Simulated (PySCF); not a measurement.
Simulation results for AlGeH$_{4}$NO, AlBGeH$_{5}$N, AlGeH$_{6}$NO, GeH$_{6}$N$_{2}$Si and others

All values are calculated (PySCF 2.14.0). Calculation on a computer-drawn molecule: optimised geometry and harmonic frequencies of an isolated molecule of the commonest isotopes, restricted reference for singlets and unrestricted otherwise, frozen core in MP2; on germanium a core potential holds 10 electrons, which the energies leave out, and 3d is frozen in MP2 and coupled-cluster steps.

Common to all runs: charge 0; multiplicity 1; basis and core potential on germanium cc-pVDZ-PP ECP10MDF.

(1) AlGeH$_{4}$NO

Start structure:
```xyz
8
AlGeH4NO
O     -2.3462    -2.6202    -0.0997
Al    -1.0882    -2.0258     0.5418
N      0.3694    -1.2572     1.2054
Ge     0.9383     0.4447     1.5434
H      1.0926    -1.9205     1.4443
H      2.2069     0.6733     0.8084
H     -0.1731     1.3862     1.1272
H      1.1628     0.6083     3.0372
```

Settings of this run: method HF and basis cc-pV(D+d)Z.

It finds rotational constants 22.98, 1.172, 1.131 GHz; total energy -666.9482 hartree; convergence status largest gradient component 3.615e-05 hartree/bohr.

Drawn bonds:
| atom | other atom | order |
| --- | --- | --- |
| 1 | 2 | 2 |
| 2 | 3 | 1 |
| 3 | 4 | 1 |
| 3 | 5 | 1 |
| 4 | 6 | 1 |
| 4 | 7 | 1 |
| 4 | 8 | 1 |

Optimised structure:
```xyz
8
AlGeH4NO
O     -2.3836    -2.5316    -0.1042
Al    -1.0556    -1.9640     0.5260
N      0.4179    -1.3268     1.2247
Ge     0.9286     0.4300     1.5553
H      1.1221    -1.9911     1.5047
H      2.2001     0.7539     0.7709
H     -0.2388     1.2950     1.0784
H      1.1718     0.6235     3.0521
```

Modes:
| frequency (cm⁻¹) | reduced mass (dalton) |
| --- | --- |
| 92.71 | 1.297 |
| 100.5 | 8.738 |
| 242.6 | 5.067 |
| 249.5 | 13.63 |
| 376.4 | 1.285 |
| 520.8 | 3.049 |
| 692.2 | 1.153 |
| 710.7 | 1.544 |
| 854 | 2.885 |
| 947.5 | 1.022 |
| 963 | 1.069 |
| 977.8 | 1.102 |
| 1187 | 1.407 |
| 1249 | 6.277 |
| 2234 | 1.024 |
| 2239 | 1.024 |
| 2257 | 1.011 |
| 3753 | 1.074 |

(2) AlBGeH$_{5}$N

Start structure:
```xyz
9
AlBGeH5N
N     -0.0851     1.5707     3.1643
B      0.6147     0.6439     2.5464
Ge     1.6439    -0.6267     1.4318
Al     2.1657    -0.7678    -0.8459
H     -0.5807     2.1971     3.6841
H      0.8655    -1.9384     1.6366
H      2.8643    -0.9870     2.3242
H      2.8981     0.2412    -1.8193
H      1.7158    -2.1025    -1.5682
```

Settings of this run: method HF and basis cc-pV(D+d)Z.

It finds rotational constants 5.509, 1.816, 1.418 GHz; total energy -617.3466 hartree; convergence status largest gradient component 1.092e-05 hartree/bohr.

Drawn bonds:
| atom | other atom | order |
| --- | --- | --- |
| 1 | 2 | 2 |
| 2 | 3 | 1 |
| 3 | 4 | 1 |
| 1 | 5 | 1 |
| 3 | 6 | 1 |
| 3 | 7 | 1 |
| 4 | 8 | 1 |
| 4 | 9 | 1 |

Optimised structure:
```xyz
9
AlBGeH5N
N     -0.0900     1.4755     2.8334
B      0.6227     0.5549     2.4366
Ge     1.8027    -0.9456     1.6695
Al     1.9971    -0.6980    -0.8188
H     -0.6576     2.2014     3.1824
H      1.1586    -2.2775     2.0802
H      3.1617    -0.8545     2.3782
H      3.1596     0.1737    -1.4389
H      0.9474    -1.3994    -1.7685
```

Modes:
| frequency (cm⁻¹) | reduced mass (dalton) |
| --- | --- |
| 40.48 | 1.036 |
| 70.52 | 6.146 |
| 254.4 | 2.161 |
| 315.8 | 6.313 |
| 329.3 | 1.163 |
| 337.3 | 5.918 |
| 437.7 | 10.15 |
| 506.9 | 1.286 |
| 537.6 | 1.218 |
| 550.1 | 1.232 |
| 594.9 | 1.2 |
| 720 | 1.092 |
| 725.1 | 1.122 |
| 840 | 1.065 |
| 951.6 | 1.023 |
| 1988 | 1.027 |
| 1992 | 1.06 |
| 2062 | 7.541 |
| 2193 | 1.024 |
| 2202 | 1.017 |
| 4082 | 1.102 |

(3) AlGeH$_{6}$NO

Start structure:
```xyz
10
AlGeH6NO
O      1.3822    -0.2261    -2.5296
Al     0.9546    -0.0215    -0.9339
N     -0.6346     0.6797    -0.3754
Ge    -1.2361     0.9594     1.3737
H      1.5668    -0.3524    -3.3865
H      2.0129    -0.4121     0.0688
H     -1.2852     0.9474    -1.0573
H     -1.5538     2.4022     1.5034
H     -0.1677     0.5718     2.3338
H     -2.4857     0.2346     1.5121
```

It was run with method HF and basis cc-pV(D+d)Z.

It finds rotational constants 20.75, 1.116, 1.073 GHz; total energy -668.2012 hartree; convergence status largest gradient component 1.381e-05 hartree/bohr.

Drawn bonds:
| atom | other atom | order |
| --- | --- | --- |
| 1 | 2 | 1 |
| 2 | 3 | 1 |
| 3 | 4 | 1 |
| 1 | 5 | 1 |
| 2 | 6 | 1 |
| 3 | 7 | 1 |
| 4 | 8 | 1 |
| 4 | 9 | 1 |
| 4 | 10 | 1 |

Optimised structure:
```xyz
10
AlGeH6NO
O      1.4986    -0.2624    -2.4789
Al     1.0729    -0.0396    -0.8603
N     -0.5111     0.6196    -0.4041
Ge    -1.2296     0.9634     1.2580
H      1.0222    -0.0927    -3.2726
H      2.1214    -0.4334     0.2351
H     -1.1516     0.8594    -1.1437
H     -1.5576     2.4553     1.4079
H     -0.1910     0.5538     2.3033
H     -2.5207     0.1595     1.4643
```

Modes:
| frequency (cm⁻¹) | reduced mass (dalton) |
| --- | --- |
| 75.66 | 1.753 |
| 87.69 | 2.012 |
| 135.2 | 4.61 |
| 228.7 | 6.149 |
| 337.6 | 1.173 |
| 480 | 1.301 |
| 523.9 | 1.698 |
| 554.2 | 1.153 |
| 586.2 | 1.358 |
| 696.2 | 1.508 |
| 698.9 | 1.176 |
| 753.7 | 1.408 |
| 857.9 | 3.611 |
| 905 | 2.653 |
| 951.2 | 1.022 |
| 967.7 | 1.079 |
| 994.5 | 1.224 |
| 1221 | 1.328 |
| 2042 | 1.043 |
| 2196 | 1.024 |
| 2218 | 1.02 |
| 2246 | 1.014 |
| 3754 | 1.074 |
| 4242 | 1.068 |

(4) GeH$_{6}$N$_{2}$Si

Start structure:
```xyz
10
GeH6N2Si
N     -0.7182     2.5212     3.0411
Ge    -0.6745     1.1323     2.0474
N     -1.6609     0.4571     0.5832
Si    -1.5018    -0.9108    -0.2934
H     -1.4605     3.1735     2.8638
H      0.4386     0.2255     2.1934
H     -2.5085     1.0754     0.4385
H     -0.2535    -0.9355    -0.9220
H     -2.6095    -0.8735    -1.2638
H     -1.6398    -2.1236     0.5248
```

Settings of this run: method HF and basis cc-pV(D+d)Z.

Results for GeH$_{6}$N$_{2}$Si: rotational constants 20.35, 1.524, 1.441 GHz; total energy -694.6820 hartree; convergence status largest gradient component 5.131e-06 hartree/bohr.

Drawn bonds:
| atom | other atom | order |
| --- | --- | --- |
| 1 | 2 | 2 |
| 2 | 3 | 1 |
| 3 | 4 | 1 |
| 1 | 5 | 1 |
| 2 | 6 | 1 |
| 3 | 7 | 1 |
| 4 | 8 | 1 |
| 4 | 9 | 1 |
| 4 | 10 | 1 |

Optimised structure:
```xyz
10
GeH6N2Si
N     -0.7077     2.5858     2.8891
Ge    -0.5129     1.2853     1.8454
N     -1.7508     0.4151     0.8479
Si    -1.5786    -0.9306    -0.2384
H     -1.6579     2.9211     2.9613
H      0.8396     0.6478     1.6087
H     -2.6810     0.7849     0.9533
H     -0.1491    -1.3072    -0.2404
H     -1.9969    -0.5736    -1.6130
H     -2.3931    -2.0869     0.1989
```

Modes:
| frequency (cm⁻¹) | reduced mass (dalton) |
| --- | --- |
| 74.42 | 4.021 |
| 85.09 | 1.211 |
| 157.7 | 4.611 |
| 259.9 | 5.265 |
| 415.2 | 1.49 |
| 487.5 | 1.074 |
| 567 | 2.98 |
| 739.5 | 1.048 |
| 756 | 1.12 |
| 773.8 | 1.206 |
| 861.4 | 1.469 |
| 918.9 | 2.712 |
| 943.5 | 3.459 |
| 1011 | 1.646 |
| 1019 | 1.051 |
| 1046 | 1.06 |
| 1076 | 1.081 |
| 1302 | 1.302 |
| 2302 | 1.051 |
| 2315 | 1.043 |
| 2319 | 1.019 |
| 2333 | 1.027 |
| 3735 | 1.076 |
| 3766 | 1.075 |

(5) Cl$_{2}$GeO

Start structure:
```xyz
4
Cl2GeO
O      2.0970     1.6080    -2.6086
Ge     1.8129     2.0477    -1.0884
Cl     3.2163     2.8395     0.2703
Cl    -0.0332     1.9411    -0.0771
```

Here we set method MP2 and basis cc-pV(D+d)Z.

It finds rotational constants 3.821, 2.482, 1.505 GHz; total energy -1287.8436 hartree; convergence status largest gradient component 3.44e-05 hartree/bohr.

Drawn bonds:
| atom | other atom | order |
| --- | --- | --- |
| 1 | 2 | 2 |
| 2 | 3 | 1 |
| 2 | 4 | 1 |

Optimised structure:
```xyz
4
Cl2GeO
O      2.1041     1.5973    -2.6464
Ge     1.8130     2.0472    -1.0888
Cl     3.2238     2.8482     0.2905
Cl    -0.0480     1.9437    -0.0591
```

Modes:
| frequency (cm⁻¹) | reduced mass (dalton) |
| --- | --- |
| 162.3 | 36.85 |
| 184.8 | 28.36 |
| 214.3 | 19.75 |
| 430.9 | 35.95 |
| 461.1 | 43.92 |
| 1028 | 18.77 |

(6) BGeH$_{2}$NO

Start structure:
```xyz
6
BGeH2NO
B      0.3657     0.4439     0.0279
N      1.3163     1.2322    -0.1478
Ge     2.6760     2.4815    -0.0403
O      3.2149     2.4245    -1.7356
H     -0.5273    -0.3015     0.1789
H      2.7447     1.8248    -2.3006
```

It was run with method MP2 and basis cc-pVDZ.

Results for BGeH$_{2}$NO: rotational constants 12.17, 3.263, 2.573 GHz; total energy -449.1006 hartree; convergence status largest gradient component 2.173e-05 hartree/bohr.

Drawn bonds:
| atom | other atom | order |
| --- | --- | --- |
| 1 | 2 | 2 |
| 2 | 3 | 1 |
| 3 | 4 | 1 |
| 1 | 5 | 1 |
| 4 | 6 | 1 |

Optimised structure:
```xyz
6
BGeH2NO
B      0.3506     0.4304     0.0269
N      1.3232     1.2384    -0.1504
Ge     2.7123     2.5142    -0.0384
O      3.2464     2.4431    -1.7643
H     -0.5480    -0.3239     0.1678
H      2.7057     1.8032    -2.2591
```

Modes:
| frequency (cm⁻¹) | reduced mass (dalton) |
| --- | --- |
| 99.93 | 4.12 |
| 111.9 | 4.366 |
| 279.6 | 6.006 |
| 490.3 | 9.785 |
| 540.8 | 1.126 |
| 700.4 | 6.244 |
| 702.3 | 1.522 |
| 724.5 | 1.332 |
| 856.8 | 1.128 |
| 1775 | 5.627 |
| 2894 | 1.171 |
| 3799 | 1.066 |
